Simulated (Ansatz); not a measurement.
Isomers of C6H15B (singlet), relaxed with PBE-D4/def2-SVP; total energies from Ansatz at ωB97X-V/def2-TZVP.

```json
{"isomer": "A", "description": "BEt3 (C₆H₁₅B)", "energy (Eh)": "-262.55055"}
{"isomer": "B", "description": "BMe2(tBu) (C₆H₁₅B)", "energy (Eh)": "-262.55786"}
{"isomer": "C", "description": "BMe2(iBu) (C₆H₁₅B)", "energy (Eh)": "-262.55860"}
```

Work out the relative energies (1 Eh = 2625.5 kJ/mol) and the Boltzmann populations at 500 K from electronic energies alone (R = 8.314 J/mol/K).

ΔE: A 21.1, B 1.9, C 0.0 kJ/mol. RT = 4.16 kJ/mol. Factors exp(−ΔE/RT): A 0.00627, B 0.633, C 1; sum 1.639. Populations: A 0.4 %, B 38.6 %, C 61.0 %. Zero-point energy, vibrational entropy and symmetry numbers are left out and can shift these; an error of 4 kJ/mol changes a ratio by a factor of 2.6. Over the other density-functional and correlated levels in def2 sets, the gap between C and B ranges from -4 to 3 kJ/mol.
